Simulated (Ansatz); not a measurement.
Computed with Ansatz on PBE0-D4/def2-TZVP structures; ΔE is electronic, products minus reactants. CBS: MP2 limit from def2 TZ/QZ plus the TZ coupled-cluster correction, frozen cores. This one scheme is used for every species. Functionals use def2-TZVPP. For Br, Ge outer-core shells are correlated without core-valence functions, which leaves a few kJ/mol of doubt a bond. Scalar relativity is left out up to krypton. One conformer a species, not always the lowest.

Consider the cleavage of the Ge–Si bond: `N[SiH2][GeH2][Cl]` + HBr → `[Cl][GeH2][Br]` + `N[SiH3]`.

`N[SiH2][GeH2][Cl]`:

Z-matrix (Å, degrees):
```
Si
Ge 1 2.396
N 1 1.717 2 112.5
H 1 1.486 2 109.6 3 -120.5
H 1 1.485 2 106.2 3 120.2
Cl 2 2.184 1 102.7 3 -46.2
H 2 1.540 1 117.6 3 -161.4
H 2 1.541 1 115.8 3 67.6
H 3 1.008 1 118.8 2 -82.0
H 3 1.009 1 118.5 2 56.8
```

HBr:

Cartesian coordinates in Å:
```
Br -0.623 -0.320 -0.115
H 0.623 0.320 0.115
```

`[Cl][GeH2][Br]`:

Cartesian coordinates in Å:
```
Cl -0.692 1.931 0.119
Ge 0.168 -0.029 0.088
Br -1.226 -1.423 -1.084
H 1.502 0.053 -0.653
H 0.248 -0.531 1.530
```

`N[SiH3]`:

Z-matrix (Å, degrees):
```
Si
N 1 1.720
H 1 1.486 2 107.9
H 1 1.494 2 116.0 3 -120.3
H 1 1.486 2 107.9 3 119.4
H 2 1.007 1 119.6 3 -168.6
H 2 1.007 1 119.6 3 49.2
```

(1) Is it downhill or uphill in electronic energy at CCSD(T)/CBS, and by how much? (Best estimate.)

(2) What do these levels give: LDA (SPW92), r2SCAN-D4, PBE-QIDH, HF/def2-TZVPP, SCS-MP2/def2-TZVPP, CCSD/def2-TZVPP? (Best estimate.)

(3) What do rigid-rotor, harmonic-oscillator terms from PBE0-D4/def2-TZVP frequencies (298.15 K, 1 bar) make of the CCSD(T)/CBS value? (An estimate is asked.)

Largest T1 diagnostic among the species: 0.011.

Answers

(1) Computed: Downhill: ΔE = -14.4 kcal/mol.

(2) Computed: LDA (SPW92) -10.9, r2SCAN-D4 -14.2, PBE-QIDH -15.7, HF/def2-TZVPP -20.6, SCS-MP2/def2-TZVPP -17.0, CCSD/def2-TZVPP -15.3 kcal/mol.

(3) The calculation gave: ΔZPE = +1.2 kcal/mol, ΔH = -14.0 kcal/mol, ΔS = 10 J/(mol·K), ΔG = -14.7 kcal/mol. Modes under 50 cm⁻¹ make the entropy rough.

From PBE to PBE0 (25 % exact exchange), in def2-TZVPP and without D4, ΔE moves by −1.4 kcal/mol. The D4 term adds +1.2 kcal/mol with B3LYP and +0.8 kcal/mol with PBE0; it sums over pairs of atoms, weighted by their polarisabilities, and B3LYP, whose exchange is more repulsive, gets the larger term. At CCSD(T), def2-SVP lies −1.2 kcal/mol from the extrapolated value and def2-TZVPP −0.4 kcal/mol.

B3LYP here is the variant with VWN-RPA as its local correlation; programs differ in this.
